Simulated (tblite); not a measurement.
Compound: C₅H₁₄NPSi₂.
Atom-mapped SMILES: `[CH2:1]=[C:2]([CH3:3])[Si@@H:4]([PH2:5])/[CH:6]=[CH:7]/[SiH2:8][NH2:9]` (hydrogens: H10, H11 on C1; H12, H13, H14 on C3; H15 on Si4; H16, H17 on P5; H18 on C6; H19 on C7; H20, H21 on Si8; H22, H23 on N9)

Structure optimised with GFN2-xTB, isolated species.

Give the optimised bond lengths and angles.

```
                  bond  length (pm)   order
                 C1=C2        132.5  double
                 C2–C3        149.7  single
                C2–Si4        189.3  single
                Si4–P5        225.5  single
                Si4–C6        189.3  single
                 C6=C7        133.1  double
                C7–Si8        188.4  single
                Si8–N9        172.4  single
                C1–H10        108.0  single
                C1–H11        108.0  single
C3–H12, C3–H13, C3–H14        108.9  single
               Si4–H15        147.6  single
        P5–H16, P5–H17        138.3  single
                C6–H18        108.5  single
                C7–H19        108.5  single
               Si8–H20        147.3  single
               Si8–H21        146.5  single
        N9–H22, N9–H23        100.7  single
```

Bonds in one row agree within 1 pm and their mean is given. Orders are formal, as drawn. A selection of angles:
```
     angle  degrees
  C1–C2–C3    122.0
 C1–C2–Si4    121.6
 C3–C2–Si4    116.5
 C2–Si4–P5    108.0
 C2–Si4–C6    109.9
 P5–Si4–C6    112.5
 Si4–C6–C7    124.4
 C6–C7–Si8    125.2
 C7–Si8–N9    105.2
H22–N9–Si8    119.3
H23–N9–Si8    118.7
```

Dihedral angles: C1–C2–Si4–P5 1° (synperiplanar); C2–Si4–C6–C7 172° (antiperiplanar); Si4–C6–C7–Si8 180° (antiperiplanar); C6–C7–Si8–N9 -147° (anticlinal).

Of the pairs four or more bonds apart, P5···H11 is among the closest relative to their van der Waals radii: 2.79 Å, 93 % of the sum of Bondi's values. Si4 (SiH silicon) is tetrahedral (angles from 106.0° to 112.5°). The 3 C–C bonds span 1.325 Å (C1=C2, drawn double) to 1.497 Å (C2–C3, drawn single), a spread of 0.172 Å. N9 (silicon-bound nitrogen) is pyramidal (angles 119.3°, 118.7° and 109.6°, sum 347.6°, 0.24 Å off the plane of its three neighbours). Si8 (SiH2 silicon) is distorted tetrahedral (angles from 105.2° to 116.1°). P5 (three-coordinate phosphorus) is pyramidal (angles 95.3°, 94.2° and 92.1°, sum 281.6°, 0.84 Å off the plane of its three neighbours).

Point group: C1 (no symmetry element, even within 0.4 Å). Its lowest GFN2-xTB frequency is 17i cm⁻¹, too small to tell a flat minimum from a shallow saddle. The numbers are those of one conformer (C1–C2–Si4–P5 1°, C2–Si4–P5–H 166° and 74°, C2–Si4–C6–C7 172°, C6–C7–Si8–N9 -147°, C7–Si8–N9–H 50° and -172°). 3 starts were optimised and ended at 0.00, 0.01 and 1.03 kcal/mol (GFN2-xTB); the lowest of these is shown.

All values are computed, not measured.
